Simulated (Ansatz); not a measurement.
Geometry optimisation, DFT PBE, scalar-relativistic, plane waves, PAW in Ansatz 0.2.0.

Input file:

```yaml
crystal:
  lattice:
    - [11.518769, 0.0, 0.0]
    - [3.83959, 6.650365, 0.0]
    - [0.0, 0.0, 18.868765]
  atoms:
    - { symbol: H, position: [0.11111112, 0.16666666, 0.05299764] }
    - { symbol: H, position: [0.44444446, 0.16666666, 0.05299764] }
    - { symbol: H, position: [0.77777781, 0.16666666, 0.05299764] }
    - { symbol: H, position: [0.11111112, 0.66666663, 0.05299764] }
    - { symbol: H, position: [0.44444446, 0.66666663, 0.05299764] }
    - { symbol: H, position: [0.77777781, 0.66666663, 0.05299764] }
    - { symbol: Si, position: [0.11111112, 0.16666666, 0.1324941] }
    - { symbol: Si, position: [0.44444446, 0.16666666, 0.1324941] }
    - { symbol: Si, position: [0.77777781, 0.16666666, 0.1324941] }
    - { symbol: Si, position: [0.11111112, 0.66666663, 0.1324941] }
    - { symbol: Si, position: [0.44444446, 0.66666663, 0.1324941] }
    - { symbol: Si, position: [0.77777781, 0.66666663, 0.1324941] }
    - { symbol: Si, position: [-0.11111111, 0.33333332, 0.17403116] }
    - { symbol: Si, position: [0.22222223, 0.33333332, 0.17403116] }
    - { symbol: Si, position: [0.55555558, 0.33333332, 0.17403116] }
    - { symbol: Si, position: [-0.11111111, 0.83333329, 0.17403116] }
    - { symbol: Si, position: [0.22222223, 0.83333329, 0.17403116] }
    - { symbol: Si, position: [0.55555558, 0.83333329, 0.17403116] }
    - { symbol: Si, position: [-0.11111111, 0.33333332, 0.29864233] }
    - { symbol: Si, position: [0.22222223, 0.33333332, 0.29864233] }
    - { symbol: Si, position: [0.55555558, 0.33333332, 0.29864233] }
    - { symbol: Si, position: [-0.11111111, 0.83333329, 0.29864233] }
    - { symbol: Si, position: [0.22222223, 0.83333329, 0.29864233] }
    - { symbol: Si, position: [0.55555558, 0.83333329, 0.29864233] }
    - { symbol: Si, position: [0.0, 0.0, 0.34017939] }
    - { symbol: Si, position: [0.33333335, 0.0, 0.34017939] }
    - { symbol: Si, position: [0.66666669, 0.0, 0.34017939] }
    - { symbol: Si, position: [0.0, 0.49999997, 0.34017939] }
    - { symbol: Si, position: [0.33333335, 0.49999997, 0.34017939] }
    - { symbol: Si, position: [0.66666669, 0.49999997, 0.34017939] }
    - { symbol: H, position: [0.66666669, 0.0, 0.41702597] }
    - { symbol: H, position: [0.0, 0.49999997, 0.41702597] }
    - { symbol: H, position: [0.33333335, 0.49999997, 0.41702597] }
    - { symbol: H, position: [0.66666669, 0.49999997, 0.41702597] }
    - { symbol: Al, position: [0.66666669, 0.0, 0.49917231] }
    - { symbol: Cl, position: [0.77777781, -0.33333332, 0.4005967] }
    - { symbol: Cl, position: [0.77951717, 0.14156718, 0.5262276] }
    - { symbol: Cl, position: [0.45943836, 0.16928233, 0.5262276] }
basis:
  ecutwfc: 420.0
kpoints:
  mp_grid: { grid: [2, 2, 1] }
hamiltonian:
  xc: pbe
  pseudopotentials: { kind: paw, azcp: { folder: soft_1 } }
scf:
  occupations: { method: fermi_dirac, width: 0.05 }
  lower_state_search: "off"
relax:
  f_tol: 0.03
  max_steps: 60
  adjacent_minimum: "off"
  constraints: [{ sites: [0, 1, 2, 3, 4, 5, 6, 7, 8, 9, 10, 11] }]
output:
  write_density: true
  write_potential: true
  elf: true
  volumetric_format: npy
```

Launched with:

```bash
$ ansatz run input.yaml --threads 2 --pin off --max-ram 5120MiB --backend cpu --events-out ev --progress --plain --runs-dir out
```

**Question.** Where does it end, and by what steps?

**Answer.** The run converged. Limits of this set-up: coarse k mesh, thin slab, slab without dipole correction, no dispersion correction for a molecule that may bind weakly. After 33 steps the energy has fallen by 5.508 eV; Cl36 moved furthest, 2.75 Å. Joined: Si25–Cl37 (4.15 → 2.38 Å).

| step | energy less start (eV) | largest force component (eV/Å) | accepted |
| --- | --- | --- | --- |
| 0 | 0.0000 | 3.741 | yes |
| 2 | -2.2493 | 3.245 | yes |
| 4 | -3.8536 | 2.185 | yes |
| 6 | -4.5624 | 0.891 | yes |
| 8 | -4.7998 | 0.394 | yes |
| 10 | -4.9197 | 0.211 | yes |
| 12 | -4.9805 | 0.161 | yes |
| 14 | -5.0302 | 0.421 | yes |
| 16 | -5.1109 | 0.222 | yes |
| 18 | -5.1447 | 0.053 | yes |
| 20 | -5.1726 | 0.152 | yes |
| 22 | -5.2125 | 0.200 | yes |
| 24 | -5.2657 | 0.164 | yes |
| 26 | -5.3341 | 0.129 | yes |
| 28 | -5.4212 | 0.214 | yes |
| 30 | -5.4904 | 0.286 | yes |
| 32 | -5.5075 | 0.047 | yes |
| 33 | -5.5084 | 0.016 | yes |

```xyz
38
Lattice="11.5188 0.0000 0.0000 3.8396 6.6504 0.0000 0.0000 0.0000 18.8688" Properties=species:S:1:pos:R:3
H 1.920 1.108 1.000
H 5.759 1.108 1.000
H 9.599 1.108 1.000
H 3.840 4.434 1.000
H 7.679 4.434 1.000
H 11.519 4.434 1.000
Si 1.920 1.108 2.500
Si 5.759 1.108 2.500
Si 9.599 1.108 2.500
Si 3.840 4.434 2.500
Si 7.679 4.434 2.500
Si 11.519 4.434 2.500
Si 0.004 2.213 3.253
Si 3.839 2.214 3.289
Si 7.678 2.217 3.267
Si 1.921 5.535 3.209
Si 5.748 5.551 3.316
Si 9.603 5.550 3.304
Si -0.006 2.255 5.612
Si 3.874 2.072 5.644
Si 7.685 2.272 5.633
Si 1.915 5.454 5.546
Si 5.910 5.573 5.715
Si 9.455 5.610 5.686
Si -0.003 -0.026 6.165
Si 3.847 0.028 6.869
Si 7.683 -0.006 6.208
Si 1.982 3.251 6.372
Si 5.720 3.321 6.404
Si 9.610 3.375 6.400
H 7.821 -0.011 7.822
H 1.929 3.325 7.869
H 5.770 3.282 7.906
H 9.627 3.332 7.899
Al 8.917 -0.008 9.207
Cl 8.518 -1.833 10.152
Cl 11.085 0.020 8.505
Cl 8.488 1.799 10.166
```

Whether the end is a true minimum wasn't checked by a vibrational analysis.

The run took 3.5 min on 2 threads of AMD EPYC 9R45 96-Core Processor (Zen 5) (shared host), peak memory 2.3 GiB.
